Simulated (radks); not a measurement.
These are the eigenvalues of the occupied orbitals of an atom or ion with whole-number occupations (eV). All-electron calculation, non-relativistic Kohn-Sham, PBE, spin-polarised, spherical densities, point nucleus. Program: a radial shooting solver on a logarithmic mesh with Libxc functionals.

| orbital | eigenvalue |
|---|---|
| 1s | -3106.578 |
| 2s | -294.7258 |
| 2p | -229.7656 |
| 3s | -24.0609 |
| 3p | -10.2862 |

Which element is it, and in what charge state? The configuration may be excited. Open shells, if any, are filled with parallel spins first.

Answer. Z = 18, argon, charge 0: Ar in [Ar]. The list shows which subshells hold electrons but not how many an open one holds; the 1s level, -114.16 hartree, gives Z - s = 15.1 by -(Z - s)^2/2, which with screening narrows Z to a few neighbours, and the depths of the outer levels then fix element, charge and occupations together.
